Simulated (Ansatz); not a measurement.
Consider the redistribution: `CO[SiH2]CF` + `B[CH2][SnH2][F]` → `FC[SiH2][SnH2][F]` + `BCOC`.

Program: Ansatz. Geometries: PBE0-D4/def2-TZVP. ΔE: electronic, gas phase. CCSD(T)/CBS adds triple-zeta CCSD(T) − MP2 to the extrapolated MP2 energy (def2 sets, frozen cores). DFT in def2-TZVPP. def2 core potentials past Kr. For Sn outer-core shells are correlated without core-valence functions, which leaves a few kJ/mol of doubt a bond. Each species was taken in one conformer, which may not be the lowest.

Question: Is it downhill or uphill in electronic energy at CCSD(T)/CBS, and by how much? (Best estimate.)

Answer: The calculation gave: Uphill: ΔE = +1.81 eV.

Question: What do these levels give: PBE-D4, ωB97X-V, ωB97M-V, PBE, MP2/def2-TZVPP, MP2/def2-QZVPP? (Best estimate.)

Answer: Computed: PBE-D4 1.52, ωB97X-V 1.66, ωB97M-V 1.73, PBE 1.50, MP2/def2-TZVPP 1.93, MP2/def2-QZVPP 1.95 eV.

Largest T1 diagnostic among the species: 0.013.

In def2-TZVPP, CCSD(T) changes the Hartree–Fock value by +0.07 eV (the triples alone add +0.01 eV) and MP2 by +0.20 eV. From PBE to PBE0 (25 % exact exchange), in def2-TZVPP and without D4, ΔE moves by +0.07 eV.
